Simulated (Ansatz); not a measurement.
Basis-set series for `F[B@-]1(Cl)[NH2+][B@@-](F)(Cl)[NH2+]1`. Total charge 0; spin multiplicity 1. The geometry is a stationary point of PBE0-D4/def2-TZVP.

```
functional       basis  functions  energy (Eh)  HOMO (eV)  LUMO (eV)
   PBE0-D4  def2-TZVPP        326  -1281.54435      -8.76       0.37
   PBE0-D4  def2-QZVPP        602  -1281.58983      -8.79      -0.02
   ωB97M-V  def2-TZVPP        326  -1282.07421     -11.04       1.72
   ωB97M-V  def2-QZVPP        602  -1282.11674     -11.09       1.03
```

**Question.** Give the rows for def2-SVP. (Estimate.)

**Answer.** Ansatz gave: 
```tsv
functional	basis	functions	energy (Eh)	HOMO (eV)	LUMO (eV)
PBE0-D4	def2-SVP	140	-1280.81378	-8.54	1.18
ωB97M-V	def2-SVP	140	-1281.33906	-10.79	2.79
```

Positive LUMOs are unbound and depend on the basis.
